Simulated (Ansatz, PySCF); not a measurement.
Potential energy curve for SMILES [F][Be][F]. The Be1–F3 bond (Be1 also carries F; F3 carries nothing else) is varied alone, starting from the PBE0/def2-TZVP optimised geometry. Each curve is given relative to its own lowest point near equilibrium.

```tsv
R / Å	A	B	C
1.04	418.0	432.0	426.3
1.10	244.8	255.0	251.6
1.16	131.4	138.3	136.6
1.25	37.6	40.6	40.6
1.32	6.9	7.9	8.2
1.34	2.9	3.5	3.8
1.38	0.0	0.0	0.0
1.41	1.5	1.2	0.8
1.44	5.6	5.2	4.3
1.50	20.1	19.8	17.6
1.62	65.7	66.7	60.9
1.71	108.0	110.4	101.7
1.86	184.4	189.1	175.9
2.04	275.9	282.1	265.5
2.27	383.6	389.0	371.8
2.51	481.2	482.8	468.8
2.75	560.8	559.3	551.2
3.00	621.3	623.3	622.8
3.42	669.2	702.6	714.4
3.77	680.1	748.9	766.9
4.11	683.5	781.0	800.0
4.81	685.3	819.6	—
```

Energies in kJ/mol.

Assign the columns to these levels of theory: restricted B3LYP/6-31G*, spherical d run with PySCF; MP2 on RHF/cc-pVTZ, frozen core run with Ansatz (a quantum-chemistry and plane-wave program); CCSD on UHF/cc-pVTZ, frozen core run with Ansatz.

A is UCCSD; B is RKS-B3LYP/6-31G*; C is RMP2.

A dash means that the run gave no value there, or that the column was ended at a point which the program doubted or which failed a test of continuity chosen for this set; such a test can also cut sound points.

The restricted form behind RMP2, RKS-B3LYP/6-31G* keeps the bonding electrons paired and can't separate into open-shell fragments. The T1 diagnostic of CCSD on the restricted reference of RMP2 exceeds 0.045 at 3.00 to 4.81 Å. The unrestricted determinant behind UCCSD is spin-contaminated at 2.51 to 4.81 Å (<S²> up to 1.0, against 0.00 for a pure singlet).
